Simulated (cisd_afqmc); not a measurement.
Input (AFQMC/CISD/def2-QZVPPD; cisd_afqmc is a phaseless AFQMC code with CISD trial states that reads the integrals written by Ansatz): A basis named .json is the Basis Set Exchange file of that set.

Ansatz 0.2 input:
```python
import cisd_afqmc

open("ham.yaml", "w").write("""\
crystal:
  periodic: [false, false, false]
  atoms:
    - {symbol: Pb, position_ang: [0.00000000, 0.00000000, 0.00000000]}
basis:
  gaussian:
    orbitals: def2-QZVPPD.json
magnetization: {spin_polarized: true, initial_magnetization: 2}
correlation: {method: ccsd, electrons: outside_noble_gas, hamiltonian_folder: ham}
scf: {lower_state_search: full}
""")
rep = cisd_afqmc.ansatz("ham.yaml")
e_ccsd = rep["correlation"]["coupled_cluster"]["energy"]["hartree"]
out = cisd_afqmc.run("ham", e_ccsd, trial="CISD", walkers=100, populations=8, threads=8, dt=0.005, steps=40, early=36, settle=10, least=32,
    cut=5e-5, rank_cut=2e-4, target=0.0004, seconds=1500, seed=1, memory=12960, gpu=False)
```

Output:

```
orbitals 79, occupied [3, 1], factors 412 of 531, rank of the doubles 113 of 306
E(HF) = -191.836207
E(CCSD) on the cut factors = -191.885369, shift to the whole factors 0.000000
Energy of the trial state on the determinant = -191.885350
  tau behind 10.8 of longer steps, mean of the populations' last blocks
   2.0  -191.88691
   4.0  -191.88678
   6.0  -191.88749
   8.0  -191.88686
blocks 299 (3 outliers left out), error by blocks joined: 1: 0.00002, 2: 0.00003, 4: 0.00003, 8: 0.00004, 16: 0.00005
E(AFQMC/CISD) = -191.88682 +/- 0.00005
```

The error still grows at the longest joins of blocks, or few joins were possible, so the printed bar may be too narrow.
